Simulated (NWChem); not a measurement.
Molecule: C4H4F2; SMILES C(=C)C=C(F)F

```xyz
10

C      0.1633    -2.7367     0.0000
C     -0.3022    -1.4798     0.0000
C      0.5377    -0.2974     0.0000
C      0.0600     0.9489     0.0000
F      0.7998     2.0286     0.0000
F     -1.2124     1.2648     0.0000
H      1.2364    -2.9504     0.0000
H     -0.5165    -3.5913     0.0000
H     -1.3842    -1.3100     0.0000
H      1.6248    -0.3991     0.0000
```
Atoms are numbered in this order, from 1.

The geometry was optimised at PBE0/def2-SVP. B3LYP is NWChem's, with the RPA form of VWN correlation.

Symmetry labels are those of Cs in the frame above (b1 and b2, or b-type labels, depend on it).

Q: List the 4 lowest vertical singlet excitations from B3LYP/6-31+G* (spherical d), full TDDFT (NWChem).

A: 
| state | energy (eV) | oscillator strength | symmetry | leading excitation (squared amplitude) |
|---|---|---|---|---|
| S1 | 5.72 | 0.623 | a' | HOMO → LUMO (0.93) |
| S2 | 5.74 | 0.000 | a" | HOMO → LUMO+1 (0.99) |
| S3 | 6.27 | 0.026 | a" | HOMO → LUMO+2 (0.74) |
| S4 | 6.31 | 0.003 | a" | HOMO → LUMO+3 (0.74) |
